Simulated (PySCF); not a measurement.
PySCF job for C2H6AlBr, SMILES [CH3][Al]([CH3])[Br], IEF-PCM-M06-2X/def2-SVP. The structure is a stationary point at PBE-D3(BJ)/def2-SVP. The structure was generated by enumeration; whether it is a known compound was not checked.

```python
import numpy as np
from pyscf import gto, scf, dft
from pyscf.solvent import pcm

mol = gto.M(
    atom='''
    Al    0.70412023    0.63671934    0.10161086
    Br   -0.99148038   -0.88577902   -0.14700461
    C     0.54985093    2.34113527   -0.84963940
    H     1.33153474    2.41188340   -1.63729328
    H     0.72002672    3.19602334   -0.16058781
    H    -0.43589623    2.47556431   -1.33690899
    C     2.19352366    0.10638115    1.25732182
    H     3.02414473    0.84145509    1.24637970
    H     2.59920900   -0.88290966    0.95832093
    H     1.84898393   -0.00220045    2.30821478
    ''',
    basis='def2-SVP',
    charge=0,
    spin=0,
    max_memory=1600,
    verbose=3,
)
mf = dft.RKS(mol, xc='m06-2x').density_fit(auxbasis='def2-universal-jkfit')
mf.grids.level = 4
mf.conv_tol = 1e-9
mf.max_cycle = 100
mf.kernel()
res = {}
for name, eps in {'water': 78.355, 'dimethylsulfoxide': 46.826, 'benzene': 2.2706}.items():
    s = mf.PCM()
    s.with_solvent.method, s.with_solvent.eps, s.with_solvent.lebedev_order = 'IEF-PCM', eps, 29
    s.kernel(mf.make_rdm1())
    res[name] = (s.e_tot, eps, s.dip_moment(), s.mo_energy, s.converged)
    print(f'{name}: electrostatic solvation free energy {(s.e_tot - mf.e_tot) * 627.509474:.3f} kcal/mol')
```

Output:

```
converged SCF energy = -2896.02697223104

WARN: PCM is an experimental feature. It is still in testing.
Features and APIs may be changed in the future.

converged SCF energy = -2896.03438540188
Dipole moment(X, Y, Z, Debye):  2.20345,  1.95108,  0.33463
water: electrostatic solvation free energy -4.652 kcal/mol

WARN: PCM is an experimental feature. It is still in testing.
Features and APIs may be changed in the future.

converged SCF energy = -2896.03427579117
Dipole moment(X, Y, Z, Debye):  2.19615,  1.94468,  0.33346
dimethylsulfoxide: electrostatic solvation free energy -4.583 kcal/mol

WARN: PCM is an experimental feature. It is still in testing.
Features and APIs may be changed in the future.

converged SCF energy = -2896.03021068857
Dipole moment(X, Y, Z, Debye):  1.91949,  1.70166,  0.29095
benzene: electrostatic solvation free energy -2.032 kcal/mol
```

The run converged.
